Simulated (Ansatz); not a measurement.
A nudged elastic band was laid between two geometries of C3H9NSi (14 atoms, charge 0, multiplicity 1).

The calculation used RKS PBE0-D4/STO-3G (Ansatz).

* movable images: 7
* climbing image: yes
* spring: 5.0 eV/Å²
* optimiser: quadratic models (default)
* start path: through a guess of the saddle point
* force threshold: 0.05 eV/Å
* iteration limit: 60
* end points: relaxed

Image 0:

```xyz
14
Properties=species:S:1:pos:R:3
C -0.667 -0.650 1.294
C -0.169 -0.286 -0.129
Si 1.705 -0.030 -0.152
C -0.875 0.971 -0.639
N -1.492 1.155 -1.775
H -0.460 0.164 2.001
H -0.169 -1.557 1.661
H -1.751 -0.832 1.294
H -0.416 -1.114 -0.813
H 2.049 1.079 0.703
H 2.353 -1.226 0.332
H 2.146 0.243 -1.498
H -0.846 1.835 0.050
H -1.421 0.221 -2.301
```

Image 8:

```xyz
14
Properties=species:S:1:pos:R:3
C -0.649 -0.667 1.294
C -0.144 -0.301 -0.126
Si 1.706 0.093 -0.112
C -0.928 0.888 -0.684
N -1.531 0.999 -1.837
H -0.093 -1.524 1.697
H -1.715 -0.930 1.275
H -0.520 0.178 1.984
H -0.313 -1.161 -0.794
H 1.946 1.240 0.727
H 2.427 -1.042 0.411
H 2.158 0.372 -1.454
H -0.979 1.767 -0.016
H -1.379 0.060 -2.337
```

(1) Which bonds break or form, and what moves?

(2) Give the energies along the band, and the barrier.

(3) What is the geometry of the highest image?

(4) What are the harmonic wavenumbers there?

Answers

(1) No bond is made or broken. The dihedral H6–C1–C2–Si3 goes from 62 to -58°. The two ends are copies of one structure, up to a mirror image or an exchange of like atoms.

(2) It converged. The highest image is number 4 of 0 to 8, 3.0 kcal/mol above the ends, which have the same energy within 2 meV. A vibrational analysis at the climbing image gives one clearly imaginary mode, 227i cm⁻¹: a first-order saddle point. Limits of this set-up: minimal basis.

```json
{"image": "0", "path coordinate (Å)": "0.00", "energy (kcal/mol)": "0.0", "dihedral H6–C1–C2–Si3 (°)": "62"}
{"image": "1", "path coordinate (Å)": "0.45", "energy (kcal/mol)": "0.4", "dihedral H6–C1–C2–Si3 (°)": "47"}
{"image": "2", "path coordinate (Å)": "0.89", "energy (kcal/mol)": "1.5", "dihedral H6–C1–C2–Si3 (°)": "32"}
{"image": "3", "path coordinate (Å)": "1.34", "energy (kcal/mol)": "2.6", "dihedral H6–C1–C2–Si3 (°)": "17"}
{"image": "4", "path coordinate (Å)": "1.79", "energy (kcal/mol)": "3.0", "dihedral H6–C1–C2–Si3 (°)": "2"}
{"image": "5", "path coordinate (Å)": "2.23", "energy (kcal/mol)": "2.6", "dihedral H6–C1–C2–Si3 (°)": "-13"}
{"image": "6", "path coordinate (Å)": "2.68", "energy (kcal/mol)": "1.5", "dihedral H6–C1–C2–Si3 (°)": "-28"}
{"image": "7", "path coordinate (Å)": "3.12", "energy (kcal/mol)": "0.4", "dihedral H6–C1–C2–Si3 (°)": "-43"}
{"image": "8", "path coordinate (Å)": "3.57", "energy (kcal/mol)": "0.0", "dihedral H6–C1–C2–Si3 (°)": "-58"}
```

(3) 
```xyz
14
Properties=species:S:1:pos:R:3
C -0.654 -0.665 1.318
C -0.151 -0.297 -0.116
Si 1.702 0.078 -0.135
C -0.922 0.899 -0.681
N -1.495 1.021 -1.848
H 0.142 -0.606 2.071
H -1.052 -1.687 1.335
H -1.459 0.011 1.635
H -0.330 -1.150 -0.789
H 1.967 1.224 0.700
H 2.418 -1.064 0.381
H 2.137 0.349 -1.484
H -0.988 1.771 -0.005
H -1.330 0.088 -2.355
```

(4) 227i, 87, 132, 238, 285, 332, 506, 670, 706, 788, 882, 1018, 1059, 1117, 1119, 1149, 1183, 1222, 1230, 1316, 1387, 1450, 1539, 1603, 1704, 1709, 1797, 2683, 2739, 2743, 3362, 3409, 3425, 3501, 3527, 3537 cm⁻¹.

Time of the run: 4.2 min on 1 thread of Intel(R) Xeon(R) Platinum 8375C CPU @ 2.90GHz (Ice Lake), with other jobs on the host, peak memory 0.13 GiB.
